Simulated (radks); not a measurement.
Results of a calculation; reference values are marked as such.
All-electron atom: Hf14+ in [Xe] 4f1 5d1 6s2 (not the ground configuration). Code: a radial shooting solver on a logarithmic mesh with Libxc functionals. Model: scalar-relativistic Kohn-Sham, PBE, spin-polarised, spherical densities, finite nucleus; open shells are filled with parallel spins first (spin-orbit coupling, left out, can overturn this in heavy ions); Fermi nuclear charge, rms radius 5.347 fm.

Radial electron density D(r) = 4 pi r^2 rho(r):

r (bohr),D(r) (e/bohr),spin D(r)
0.001611,14.07,-0.0000114
0.00186,17.34,-0.0000141
0.002131,21.01,-0.0000172
0.002461,25.59,-0.0000211
0.002842,30.93,-0.0000258
0.003256,36.71,-0.0000311
0.003761,43.59,-0.0000377
0.004309,50.74,-0.0000453
0.004976,58.85,-0.0000549
0.005701,66.80,-0.0000660
0.006584,75.17,-0.0000804
0.007543,82.59,-0.0000973
0.008711,89.41,-0.000120
0.01006,94.57,-0.000147
0.01153,97.47,-0.000175
0.01331,98.18,-0.000202
0.01525,96.72,-0.000208
0.01761,93.54,-0.000150
0.02018,90.08,0.0000456
0.0233,87.57,0.000580
0.0267,87.91,0.00169
0.03083,92.45,0.00409
0.03561,101.5,0.00870
0.0408,112.7,0.0164
0.04712,124.4,0.0301
0.05398,131.6,0.0505
0.06234,132.0,0.0822
0.07142,125.2,0.123
0.08249,113.9,0.177
0.0945,105.0,0.233
0.1091,103.0,0.292
0.126,109.6,0.346
0.1444,118.2,0.398
0.1668,120.0,0.485
0.1911,108.7,0.647
0.2207,85.47,0.970
0.2528,63.49,1.44
0.292,51.61,2.05
0.3345,53.04,2.56
0.3863,58.93,2.78
0.4461,57.88,2.54
0.5111,47.77,1.99
0.5903,33.84,1.42
0.6763,24.52,1.17
0.781,19.99,1.27
0.8948,17.35,1.47
1.033,13.41,1.47
1.184,9.122,1.18
1.367,5.645,0.714
1.579,3.526,0.321
1.809,2.135,0.108
2.089,1.012,0.0210
2.394,0.3677,0.00125
2.765,0.08411,-0.000697
3.167,0.01344,-0.000216
3.658,0.001141,-0.0000260

D(r) has 4 maxima, at r = 0.0129, 0.0585, 0.159, 0.409 bohr, and minima at 0.0246, 0.105, 0.306 bohr, inside which lie 1.90, 11.09, 29.08 electrons.
